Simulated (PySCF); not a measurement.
Computed shifts of a molecule C4H8BN, PySCF with PBE0/pcSseg-1, GIAO, gas phase, equivalent atoms averaged, in ppm (number of nuclei): ¹³C: 89.1 (1), 75.5 (1), 17.0 (1), 7.4 (1). ¹⁵N: 114.1 (1). ¹H: 4.19 (1), 4.10 (1), 2.28 (1), 2.22 (1), 1.97 (1), 1.07 (3). References: ¹³C against TMS (σ = 186.3 ppm); ¹¹B against BF3 (σ = 88.8 ppm); ¹⁵N against NH3 (σ = 267.4 ppm); ¹H against TMS (σ = 31.56 ppm), references at their B3LYP-D3(BJ)/def2-TZVP geometries, non-relativistic. The structure is a stationary point at PBE-D3(BJ)/def2-SVP. The values are those of a single conformer.

### Question
Which structure fits?
(A) CB1C=N[C@H]1C
(B) C=C1CNB1C
(C) C#CCB(C)N
(D) NB1C=CCC1

### Answer
C, C#CCB(C)N
